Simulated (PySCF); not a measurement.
## Calculated data, ClGeH3OSi

Calculation on a computer-drawn molecule: optimised geometry and harmonic frequencies of an isolated molecule of the commonest isotopes, restricted reference for singlets and unrestricted otherwise, frozen core in MP2; on germanium a core potential holds 10 electrons, which the energies leave out, and 3d is frozen in MP2 and coupled-cluster steps. Program: PySCF 2.14.0.

ClGeH3OSi

Start structure:
```xyz
7
ClGeH3OSi
O     -0.9913    -2.2776     0.2138
Si    -0.8002    -1.6706     1.5713
Ge    -1.1143     0.6833     1.9297
Cl    -0.7027     1.0213     4.0474
H     -0.4150    -2.4167     2.7864
H     -0.1229     1.5299     1.1444
H     -2.5495     1.1245     1.6811
```

Settings of this run: charge 0, multiplicity 1, method MP2, basis cc-pV(D+d)Z and basis and core potential on germanium cc-pVDZ-PP ECP10MDF.

It finds rotational constants 6.504, 1.326, 1.117 GHz; total energy -1118.9701 hartree; convergence status largest gradient component 4.111e-05 hartree/bohr.

Drawn bonds:
```tsv
atom	other atom	order
1	2	2
2	3	1
3	4	1
2	5	1
3	6	1
3	7	1
```

Optimised structure:
```xyz
7
ClGeH3OSi
O     -0.9912    -2.3238     0.1797
Si    -0.8013    -1.6679     1.5683
Ge    -1.1130     0.6866     1.9381
Cl    -0.6985     1.0049     4.0551
H     -0.4140    -2.3935     2.8073
H     -0.1257     1.5466     1.1446
H     -2.5522     1.1412     1.6810
```

Modes:
```tsv
frequency (cm⁻¹)	reduced mass (dalton)
24.52	4.619
80.12	13.8
196.5	16.75
368.8	1.081
376.7	10.75
423.3	32.31
523.8	1.332
650.5	1.042
732.1	1.065
839.7	1.088
892.4	1.029
1142	16.14
2204	1.016
2211	1.025
2255	1.045
```
